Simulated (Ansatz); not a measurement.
Mulliken charges of H$_{3}$InO, SMILES `[OH][InH2]` from PBE/def2-TZVPP in Ansatz (PBE0-D4/def2-TZVP geometry).

```
atom   x (Å)   y (Å)   z (Å)  charge (e)
  O1   0.829  -0.831   0.777      -0.486
 In2  -0.169   0.504  -0.312       0.556
  H3   0.381  -1.676   0.849       0.171
  H4  -1.662  -0.056  -0.945      -0.125
  H5   0.671   1.984  -0.409      -0.116
```

Problem. By hand: the dipole of these point charges (1 e Å = 4.8032 D).

Solution. Σ q r = (-0.302, 0.174, -0.240) e Å, of length 0.423 e Å = 2.03 D.

Problem. How does the dipole of the full density compare? (Estimate.)

Solution. Ansatz gave: (-0.294, 0.008, -0.171) e Å, 1.63 D; the point charges give 1.25 times that, at 24° from its direction.

Point charges leave out the atoms' own dipoles, such as those of lone pairs, and Mulliken's split depends on the basis, so the two needn't agree.
